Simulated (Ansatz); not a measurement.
Consider the redistribution: `[CH3][AlH][SiH3]` + `CNB[SiH3]` → `[SiH3]BN[SiH3]` + `[CH3][AlH][CH3]`.

Isolated molecules relaxed with PBE0-D4/def2-TZVP in Ansatz; ΔE leaves out vibrations. CBS: MP2 limit from def2 TZ/QZ plus the TZ coupled-cluster correction, frozen cores. Each species was taken in one conformer, which may not be the lowest.

```json
{"level": "MP2/def2-TZVPP", "ΔE (kcal/mol)": "-25.8"}
{"level": "SCS-MP2/def2-QZVPP", "ΔE (kcal/mol)": "-25.5"}
```

What does CCSD(T)/CBS give? (An estimate is asked.)

The calculation gave: -23.5 kcal/mol. The listed levels differ from it by -2.3, -2.0 kcal/mol.

Largest T1 diagnostic among the species: 0.014.

From PBE to PBE0 (25 % exact exchange), in def2-TZVPP and without D4, ΔE moves by −1.6 kcal/mol. The D4 term adds −1.3 kcal/mol with B3LYP and −0.7 kcal/mol with PBE0; it sums over pairs of atoms, weighted by their polarisabilities, and B3LYP, whose exchange is more repulsive, gets the larger term.

B3LYP here is the variant with VWN-RPA as its local correlation; programs differ in this.
